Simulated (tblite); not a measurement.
C4H9Si (doublet state).
SMILES with atom numbers: `[CH3:1][CH2:2][C@@H:3]1[CH:4][SiH2:5]1` (hydrogens: H6, H7, H8 on C1; H9, H10 on C2; H11 on C3; H12 on C4; H13, H14 on Si5)

The geometry is computed with GFN2-xTB (gas phase). This method treats the open shell by occupation alone, without spin polarisation.

What internal coordinates does the optimisation give?

| bond | length (Å) |
| --- | --- |
| C1–C2 | 1.530 |
| C2–C3 | 1.502 |
| C3–C4 | 1.450 |
| C4–Si5 | 1.823 |
| C3–Si5 | 2.044 |
| C1–H6, C1–H7, C1–H8 | 1.088 |
| C2–H9 | 1.093 |
| C2–H10 | 1.095 |
| C3–H11 | 1.085 |
| C4–H12 | 1.087 |
| Si5–H13 | 1.453 |
| Si5–H14 | 1.461 |

Bonds in one row agree within 0.01 Å and their mean is given. A selection of angles:
| angle | degrees |
| --- | --- |
| C2–C1–H6 | 110.7 |
| C2–C1–H7 | 110.4 |
| H6–C1–H7 | 108.6 |
| H7–C1–H8 | 108.3 |
| C1–C2–C3 | 111.4 |
| C1–C2–H9 | 109.3 |
| C1–C2–H10 | 108.9 |
| C3–C2–H9 | 109.5 |
| C3–C2–H10 | 109.7 |
| H9–C2–H10 | 107.9 |
| C2–C3–C4 | 123.3 |
| C2–C3–Si5 | 130.2 |
| C2–C3–H11 | 112.9 |
| C4–C3–Si5 | 60.1 |
| C4–C3–H11 | 117.6 |
| Si5–C3–H11 | 102.5 |
| C3–C4–Si5 | 76.3 |
| C3–C4–H12 | 116.3 |
| Si5–C4–H12 | 121.9 |
| C4–Si5–H13 | 117.8 |
| C4–Si5–H14 | 130.6 |
| C3–Si5–C4 | 43.6 |
| C3–Si5–H13 | 111.2 |
| C3–Si5–H14 | 116.4 |
| H13–Si5–H14 | 111.5 |

Torsions: C1–C2–C3–C4 -90°; C2–C3–C4–Si5 -121° (anticlinal); C2–C3–Si5–C4 110° (anticlinal).

The 3 C–C bonds span 1.450 Å (C3–C4, drawn single) to 1.530 Å (C1–C2, drawn single), a spread of 0.080 Å. C4 (carbon bonded to C, Si and H) is pyramidal (angles 121.9°, 116.3° and 76.3°, sum 314.5°, 0.51 Å off the plane of its three neighbours). The C–Si distances run from 1.823 Å (C4–Si5, drawn single) to 2.044 Å (C3–Si5, drawn single), a spread of 0.221 Å. The 3-membered ring C3–C4–Si5 has internal angles of 43.6° to 76.3°. Si5 (silicon bonded to 2 C and 2 H) has angles from 43.6° to 130.6°. Of the pairs four or more bonds apart, H9···H12 is among the closest relative to their van der Waals radii: 2.52 Å, 105 % of the sum of Bondi's values.

Point group: C1 (no symmetry element, even within 0.4 Å). Its GFN2-xTB frequencies are all real (lowest 56 cm⁻¹). 2 starts were optimised and ended at 0.00 and 1.07 kcal/mol (GFN2-xTB); the lowest of these is shown.

Time: 0.47 s wall. Hardware: one thread of an Arm Neoverse V1 (shared host). This is the geometry optimisation.

One conformer stands for the species.
